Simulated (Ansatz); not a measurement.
A nudged elastic band was laid between two geometries of H4O3SiSn (9 atoms, charge 0, multiplicity 1).

All numbers below come from RKS PBE0/def2-SVP in Ansatz 0.2.0.

```
movable images  : 5
climbing image  : yes
spring          : 5.0 eV/Å²
optimiser       : quadratic models (default)
start path      : IDPP
force threshold : 0.05 eV/Å
iteration limit : 10
end points      : relaxed
```

Initial state:

```xyz
9
Properties=species:S:1:pos:R:3
O -0.022 1.107 2.074
Si 0.945 0.638 0.833
O 1.063 -0.903 0.400
Sn 0.017 -0.136 -1.406
O -1.700 -1.147 -1.485
H -0.757 0.526 2.301
H 2.087 1.579 0.872
H 0.838 -0.944 -2.682
H -2.382 -0.764 -0.923
```

Final state:

```xyz
9
Properties=species:S:1:pos:R:3
O -0.002 1.246 2.027
Si 0.996 0.706 0.845
O 1.054 -0.836 0.419
Sn -0.035 -0.046 -1.364
O -1.879 -0.740 -1.037
H -0.819 0.749 2.155
H 2.175 1.596 0.884
H 0.592 -1.071 -2.611
H -1.993 -1.651 -1.335
```

Problem. What changes between the two ends?

Solution. No bond is made or broken. The dihedral H8–Sn4–O5–H9 goes from -171 to 21°.

Problem. What energy profile does the band end with?

Solution. The run converged. The highest image is number 3 of 0 to 6, 1.5 kcal/mol above the first end and 2.4 kcal/mol above the last; the last end lies 0.8 kcal/mol below the first. Another band between the same ends (5 images) ends at a top of the same energy, where a vibrational analysis finds 1 clearly imaginary mode.

```
image  path coordinate (Å)  energy (kcal/mol)  dihedral H8–Sn4–O5–H9 (°)
    0                 0.00                0.0                       -171
    1                 0.37                0.3                        173
    2                 0.74                1.0                        148
    3                 1.11                1.5                        113
    4                 1.47                0.9                         78
    5                 1.82               -0.4                         46
    6                 2.18               -0.8                         21
```

Problem. What is the geometry of the highest image?

Solution. 
```xyz
9
Properties=species:S:1:pos:R:3
O 0.028 1.267 2.003
Si 0.945 0.609 0.810
O 0.815 -0.949 0.409
Sn -0.008 -0.063 -1.433
O -1.844 -0.846 -1.455
H -0.849 0.896 2.147
H 2.249 1.302 0.910
H 0.752 -0.888 -2.747
H -2.000 -1.374 -0.661
```

The band took 9 iterations and roughly 5 core-minutes.

Run time: 2.6 min on 2 threads of Arm Neoverse V1, with other jobs on the host, peak memory 0.26 GiB.
